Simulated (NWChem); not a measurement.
System: CH₇ClOSi₂; SMILES OC[SiH2][SiH2]Cl

NWChem printed, in part:

```
             Northwest Computational Chemistry Package (NWChem) 7.3.0
             --------------------------------------------------------

                             Geometry "geometry" -> ""
                             -------------------------

 Output coordinates in angstroms (scale by  1.889725989 to convert to a.u.)

  No.       Tag          Charge          X              Y              Z
 ---- ---------------- ---------- -------------- -------------- --------------
    1 O                    8.0000     1.06906500    -2.55200300     0.18540300
    2 C                    6.0000    -0.23687200    -2.49209400    -0.36055700
    3 Si                  14.0000    -1.05100500    -0.82703000     0.09764600
    4 Si                  14.0000     0.67553200     0.73945700    -0.15149300
    5 Cl                  17.0000    -0.12754800     2.66238100    -0.06122300
    6 H                    1.0000     0.99635800    -2.61711000     1.14371900
    7 H                    1.0000    -0.12482200    -2.53774200    -1.45627800
    8 H                    1.0000    -0.85510600    -3.36733600    -0.08171500
    9 H                    1.0000    -2.23677800    -0.50347800    -0.75429300
   10 H                    1.0000    -1.47947200    -0.84515500     1.53373100
   11 H                    1.0000     1.35829000     0.58486700    -1.46891100
   12 H                    1.0000     1.68681400     0.62571900     0.93847100

 Effective nuclear repulsion energy (a.u.)     344.0400310282

                                 NWChem DFT Module
                                 -----------------

 Summary of "ao basis" -> "ao basis" (spherical)
 ------------------------------------------------------------------------------
       Tag                 Description            Shells   Functions and Types
 ---------------- ------------------------------  ------  ---------------------
 O                          def2-svp                 6       14   3s2p1d
 C                          def2-svp                 6       14   3s2p1d
 Si                         def2-svp                 8       18   4s3p1d
 Cl                         def2-svp                 8       18   4s3p1d
 H                          def2-svp                 3        5   2s1p

 in cosmo_initialize ...
 calling solv_data for solv:h2o

 solvent parameters
 solvname_short: h2o
 solvname_long:  water
 dielec:       78.4000
 dielecinf:     1.7769
 aqueous SMD model solvent descriptors
 dielec:       78.4000
 sola:          0.8200

          ---------------
          -cosmo- solvent
          ---------------
 Cosmo: York-Karplus, doi: 10.1021/jp992097l
 dielectric constant -eps-     =  78.40
 screen = (eps-1)/(eps    )    =   0.98724
 surface charge correction     = lagrangian

   van der Waals surface
 --------------------------

[...]

                                COSMO-SMD solvation results
                                ---------------------------

             internal energy in gas <Psi(g)|H|Psi(g)> =     -1156.231935579283
         internal energy in solvent <Psi(s)|H|Psi(s)> =     -1156.230179805335
                               delta internal energy  =         0.001755773947 (    1.10 kcal/mol)
   total free energy in solvent <Psi(s)|H+V/2|Psi(s)> =     -1156.243547625392
 polarization energy contribution <Psi(s)|V/2|Psi(s)> =        -0.013367820056 (   -8.39 kcal/mol)
    total free energy in solvent including G(SMD-CDS) =     -1156.237306012500
                       G(SMD-CDS) energy contribution =         0.006241612892 (    3.92 kcal/mol)
     1 M fixed-concentration free energy of solvation =        -0.005370433217 (   -3.37 kcal/mol)

                       DFT Final Molecular Orbital Analysis
                       ------------------------------------

 Vector   31  Occ=2.000000D+00  E=-3.701333D-01
              MO Center=  3.8D-01,  1.8D+00, -1.1D-01, r^2= 3.3D+00
   Bfn.  Coefficient  Atom+Function         Bfn.  Coefficient  Atom+Function
  ----- ------------  ---------------      ----- ------------  ---------------
    77      0.528923   5 Cl pz               74      0.373708   5 Cl pz
   113     -0.222494  12 H  s                71      0.216066   5 Cl pz
   108      0.209440  11 H  s               114     -0.172795  12 H  s
    56     -0.167369   4 Si pz              109      0.166344  11 H  s
    75      0.087987   5 Cl px               53      0.085690   4 Si pz

 Vector   32  Occ=2.000000D+00  E=-3.401728D-01
              MO Center= -9.3D-02, -6.2D-01, -1.6D-02, r^2= 5.2D+00
   Bfn.  Coefficient  Atom+Function         Bfn.  Coefficient  Atom+Function
  ----- ------------  ---------------      ----- ------------  ---------------
     5      0.310553   1 O  py                8      0.257219   1 O  py
    36     -0.240810   3 Si px               75     -0.205065   5 Cl px
    31     -0.194219   3 Si s                39     -0.186118   3 Si px
    54      0.162538   4 Si px              103      0.147717  10 H  s
    98      0.142887   9 H  s                76     -0.140748   5 Cl py

 Vector   33  Occ=2.000000D+00  E=-3.189284D-01
              MO Center=  7.6D-03, -1.0D+00, -3.7D-02, r^2= 5.1D+00
   Bfn.  Coefficient  Atom+Function         Bfn.  Coefficient  Atom+Function
  ----- ------------  ---------------      ----- ------------  ---------------
     5      0.313002   1 O  py               19     -0.281160   2 C  py
     8      0.264375   1 O  py               37      0.258568   3 Si py
    75      0.207208   5 Cl px               93      0.170864   8 H  s
    40      0.168694   3 Si py               22     -0.163272   2 C  py
    54     -0.160433   4 Si px               76      0.156494   5 Cl py

 Vector   34  Occ=0.000000D+00  E= 2.412972D-02
              MO Center=  1.2D-01,  3.7D-02,  4.8D-03, r^2= 5.0D+00
   Bfn.  Coefficient  Atom+Function         Bfn.  Coefficient  Atom+Function
  ----- ------------  ---------------      ----- ------------  ---------------
    58      0.798521   4 Si py               17      0.619970   2 C  s
    40      0.570540   3 Si py               68     -0.405683   5 Cl s
    76      0.401637   5 Cl py               99     -0.343392   9 H  s
    21     -0.244919   2 C  px                3      0.229459   1 O  s
    94     -0.221092   8 H  s                84     -0.214357   6 H  s

 Vector   35  Occ=0.000000D+00  E= 5.262683D-02
              MO Center= -2.6D-01, -8.8D-02, -1.1D-01, r^2= 4.7D+00
   Bfn.  Coefficient  Atom+Function         Bfn.  Coefficient  Atom+Function
  ----- ------------  ---------------      ----- ------------  ---------------
    41      0.860742   3 Si pz               59      0.767052   4 Si pz
   104     -0.742063  10 H  s               114     -0.680561  12 H  s
   109      0.573370  11 H  s                17      0.497160   2 C  s
    99      0.496718   9 H  s                57      0.308408   4 Si px
    40      0.258814   3 Si py               94     -0.197066   8 H  s

 Vector   36  Occ=0.000000D+00  E= 7.087304D-02
              MO Center= -4.4D-01, -3.2D-01,  1.0D-01, r^2= 5.6D+00
   Bfn.  Coefficient  Atom+Function         Bfn.  Coefficient  Atom+Function
  ----- ------------  ---------------      ----- ------------  ---------------
    40      1.079204   3 Si py               50     -0.895341   4 Si s
    57      0.757069   4 Si px               39      0.606081   3 Si px
    49     -0.603777   4 Si s                17      0.516581   2 C  s
    32      0.452619   3 Si s                59     -0.374405   4 Si pz
    58      0.359283   4 Si py              114      0.359868  12 H  s

     Multipole analysis of the density
     ---------------------------------

     L   x y z        total         alpha         beta         nuclear
     -   - - -        -----         -----         ----         -------
     0   0 0 0     -0.000000    -33.000000    -33.000000     66.000000

     1   1 0 0     -0.392227      0.699962      0.699962     -1.792152
     1   0 1 0     -1.189581     -0.600112     -0.600112      0.010643
     1   0 0 1      0.369402      2.660283      2.660283     -4.951163

     2   2 0 0    -41.861883   -101.693430   -101.693430    161.524976
     2   1 1 0      3.266162      1.775359      1.775359     -0.284556
     2   1 0 1      1.381523      1.122077      1.122077     -0.862632
     2   0 2 0    -42.408483   -473.704798   -473.704798    905.001112
     2   0 1 1     -2.142578      6.204063      6.204063    -14.550703
     2   0 0 2    -37.805467    -38.487777    -38.487777     39.170087
```

Level: M06-2X/def2-SVP, SMD on the gas-phase geometry. Geometry: optimised at PBE0/def2-SVP. Solvent: water.

### Question
Which NWChem input produces such a log?

### Answer
Several could match; the one computed here: the input that was run:
```
start job
memory heap 200 mb stack 900 mb global 1100 mb
geometry units angstroms noautosym nocenter noautoz
  O      1.069065    -2.552003     0.185403
  C     -0.236872    -2.492094    -0.360557
  Si    -1.051005    -0.827030     0.097646
  Si     0.675532     0.739457    -0.151493
  Cl    -0.127548     2.662381    -0.061223
  H      0.996358    -2.617110     1.143719
  H     -0.124822    -2.537742    -1.456278
  H     -0.855106    -3.367336    -0.081715
  H     -2.236778    -0.503478    -0.754293
  H     -1.479472    -0.845155     1.533731
  H      1.358290     0.584867    -1.468911
  H      1.686814     0.625719     0.938471
end
basis spherical
  * library def2-svp
end
dft
  xc m06-2x
  iterations 150
end
cosmo
  do_cosmo_smd true
  solvent water
end
task dft energy
```
